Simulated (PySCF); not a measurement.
Vertical excitation energies

Compound: C6H5F2NO.
Cartesian coordinates in Å at the GFN2-xTB level; atoms count from 1:
```
atom  x, y, z in Å
N1    -0.589   -2.908    0.318
C2    -0.580   -1.778    0.489
C3    -0.551   -0.344    0.673
C4    -1.818    0.350    0.112
O5    -1.391    1.213   -0.943
C6    -0.054    1.133   -1.043
C7     0.526    0.289   -0.192
C8     1.969   -0.033   -0.034
F9     2.459    0.489    1.129
F10    2.702    0.511   -1.030
H11   -0.395   -0.135    1.737
H12   -2.534   -0.368   -0.300
H13   -2.320    0.959    0.869
H14    0.400    1.747   -1.799
H15    2.171   -1.118   -0.008
```

The calculation used TDDFT CAM-B3LYP/def2-SVPD, vertical, gas phase, core orbitals frozen in the response (PySCF 2.14.0, density-fitted response routines).

Task: What does the calculation give for the low-lying excited states?

Result: 

```json
{"state": "S1", "E (eV)": "6.19", "E (kJ/mol)": "597", "λ (nm)": "200.4", "f": "0.190", "main configurations (H = HOMO, L = LUMO)": "H→L (96%)"}
{"state": "S2", "E (eV)": "6.60", "E (kJ/mol)": "636", "λ (nm)": "188.0", "f": "0.021", "main configurations (H = HOMO, L = LUMO)": "H→L+1 (88%)"}
{"state": "S3", "E (eV)": "7.02", "E (kJ/mol)": "678", "λ (nm)": "176.5", "f": "0.015", "main configurations (H = HOMO, L = LUMO)": "H→L+2 (80%), H→L+5 (11%)"}
{"state": "S4", "E (eV)": "7.51", "E (kJ/mol)": "724", "λ (nm)": "165.2", "f": "0.0081", "main configurations (H = HOMO, L = LUMO)": "H→L+3 (76%), H→L+4 (14%)"}
{"state": "S5", "E (eV)": "7.63", "E (kJ/mol)": "736", "λ (nm)": "162.6", "f": "0.0022", "main configurations (H = HOMO, L = LUMO)": "H→L+4 (65%), H→L+3 (10%)"}
{"state": "S6", "E (eV)": "7.78", "E (kJ/mol)": "751", "λ (nm)": "159.4", "f": "0.0010", "main configurations (H = HOMO, L = LUMO)": "H-2→L+2 (27%), H-2→L (13%), H-1→L+4 (8%)"}
{"state": "S7", "E (eV)": "7.85", "E (kJ/mol)": "757", "λ (nm)": "158.0", "f": "0.0031", "main configurations (H = HOMO, L = LUMO)": "H→L+5 (62%), H→L+6 (11%)"}
{"state": "S8", "E (eV)": "7.98", "E (kJ/mol)": "770", "λ (nm)": "155.3", "f": "0.0026", "main configurations (H = HOMO, L = LUMO)": "H→L+6 (72%), H→L+5 (12%)"}
```

Triplets, Tamm–Dancoff:

| state | E (eV) | λ (nm) | main configurations (H = HOMO, L = LUMO) |
| --- | --- | --- | --- |
| T1 | 4.00 | 310.2 | H→L (88%) |
| T2 | 6.43 | 192.9 | H→L+1 (59%) |
| T3 | 6.48 | 191.4 | H→L+1 (22%), H-1→L+2 (17%), H-2→L+4 (10%) |

The lowest singlet comes at 200 nm (597 kJ/mol) in the ultraviolet; it is strong; its leading configuration is HOMO→LUMO (96%). The lowest level is also the most intense of those listed (f = 0.190). Löwdin shares by element: HOMO carbon 55% or more, oxygen 27% (atoms not listed hold the other 18%); LUMO carbon 50% or more, oxygen 10%, hydrogen 7% or more (atoms not listed hold the other 33%). Weighted by f, the mean energy of these states is 6.38 eV. Orbital energies (eV): HOMO-3 -11.88, HOMO-2 -11.44, HOMO-1 -11.27, HOMO -8.83, LUMO 0.41, LUMO+1 0.79, LUMO+2 1.37. Of the 8 states listed, 3 reach f = 0.01 and none stays under 0.0005. The window holds the lowest 8 singlets.

Hardware: one thread, Intel Xeon 6975P-C (x86_64), shared host with 192 logical CPUs at a one-minute load of 92. Cost: 54 s, 1.2 GiB resident at most.

One conformer stands for the species.
